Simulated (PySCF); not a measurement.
# Shieldings and the share of exact exchange

Molecule: `InChI=1S/CH10B2NP/c1-3-4-2-5-3/h3H,2,4-5H2,1H3/t3-/m1/s1`.

Bonds (- single, = double, # triple, : aromatic): C1-B2 1.597 Å, B2-N3 1.612 Å, N3-B4 1.604 Å, B4-P5 1.982 Å, P5-B2 2.007 Å. C1 carries H6, H7, H8; B2 carries H9; N3 carries H10, H11; B4 carries H12, H13; P5 carries H14, H15. Formal charges: B2 -1, N3 +1, B4 -1, P5 +1. Stereochemistry as in C[B@@H-]1[NH2+][BH2-][PH2+]1. H10, H13, H14 are cis to C1 on the ring; H11, H12, H15 are trans to C1 on the ring.

GIAO shieldings (ppm, equivalent atoms averaged) in PySCF 2.14.0 with density-fitted response routines on the PBE0-D3(BJ)/def2-SVP geometry, basis pcSseg-1, gas phase, non-relativistic:

| functional | exact exchange (%) | σ(B2) | σ(N3) |
| --- | --- | --- | --- |
| BLYP | 0 | 103.7 | 214.1 |
| BP86 | 0 | 108.2 | 221.1 |
| PBE | 0 | 108.4 | 220.7 |
| PBE0 | 25 | 113.6 | 229.4 |
| mPW1PW91 | 25 | 113.3 | 228.5 |
| BHandHLYP | 50 | 114.1 | 230.7 |
| HF | 100 | 123.4 | 242.2 |

(1) Fit each shielding as a line in the percentage of exact exchange.

(2) What does the line predict for B3LYP (20 %), and what does the run give?

Results:

(1) σ(B2) = 107.5 + 0.16 x (rms 1.9 ppm); σ(N3) = 220.0 + 0.23 x (rms 2.9 ppm). The functionals also differ in their semilocal parts, which the line can't hold; Hartree–Fock has no correlation at all.

(2) σ(B2): 110.7 predicted, 108.3 computed; σ(N3): 224.6 predicted, 221.9 computed ppm.
